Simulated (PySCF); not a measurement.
# CF3CH2CF3: full NMR table

| Property | Result |
| --- | --- |
| Formula | C3H2F6 |
| SMILES | FC(F)(F)CC(F)(F)F |
| InChI | InChI=1S/C3H2F6/c4-2(5,6)1-3(7,8)9/h1H2 |
| Point group of the computed structure | C2v |
| Degrees of unsaturation | 0 |
| Carbon signals | 2 |
| Proton signals | 1 |

Molfile (atoms numbered from 1):
```
C3H2F6
     RDKit          3D

 11 10  0  0  0  0  0  0  0  0999 V2000
    2.3059   -0.0499   -0.7414 F   0  0  0  0  0  0  0  0  0  0  0  0
    1.1693    0.4769   -0.2663 C   0  0  0  0  0  0  0  0  0  0  0  0
    1.4609    1.0242    0.9136 F   0  0  0  0  0  0  0  0  0  0  0  0
    0.8264    1.4656   -1.0920 F   0  0  0  0  0  0  0  0  0  0  0  0
    0.0992   -0.6063   -0.1659 C   0  0  0  0  0  0  0  0  0  0  0  0
   -1.2324   -0.0856    0.3673 C   0  0  0  0  0  0  0  0  0  0  0  0
   -1.7649    0.8570   -0.4106 F   0  0  0  0  0  0  0  0  0  0  0  0
   -1.1328    0.4193    1.5970 F   0  0  0  0  0  0  0  0  0  0  0  0
   -2.1214   -1.0862    0.4293 F   0  0  0  0  0  0  0  0  0  0  0  0
    0.4607   -1.3891    0.5059 H   0  0  0  0  0  0  0  0  0  0  0  0
   -0.0655   -1.0231   -1.1627 H   0  0  0  0  0  0  0  0  0  0  0  0
  1  2  1  0
  2  3  1  0
  2  4  1  0
  2  5  1  0
  5  6  1  0
  6  7  1  0
  6  8  1  0
  6  9  1  0
  5 10  1  0
  5 11  1  0
M  END
```

One computed conformer, no solvent, relativity neglected, equivalent nuclei averaged. NMR shieldings at PBE0/pcSseg-1/GIAO; structure optimised with GFN2-xTB; PySCF 2.14.0 with density-fitted response routines.

Referencing at the same level of theory: 1H, 13C against TMS; CFCl3 for 19F.

| carbon | δC, type | δH (multiplicity) | HMBC from (2–3 bonds) | span of the C tensor (ppm) |
| --- | --- | --- | --- | --- |
| C2/C6 | 131.3, C | – | H10/H11 | 4 |
| C5 | 44.1, CH2 | 2.88 (m) | – | 35 |

Other nuclei:
```
            atoms  nucleus              environment  δ (ppm)  σ (ppm)
F1/F3/F4/F7/F8/F9      19F  fluorine of a CF3 group    -78.6    249.6
```

- Carbon types of the structure: 2 × C, 1 × CH2, which accounts for all hydrogens.
- δC 131.3: CF3 carbon; 3 electronegative neighbours deshield it.
- δC 44.1: sp3 CH2; saturated and bonded to C and H only.
- δH 2.88: hydrogen on an sp3 CH2.

Splittings by 19F in the carbon and heteronuclear signals aren't shown, as no couplings were computed. Shifts are as computed. Against solution values, carbons near 30 ppm lie about +3 ppm off and those near 130 ppm about +5 ppm. Of 1211 compounds with measured shifts, 218 miss one by over three times the rms of a fit or turn the order of signals round; such compounds aren't used in these exercises. Unscaled 19F shifts against computed CFCl3 carry errors that often reach 10 to 50 ppm.
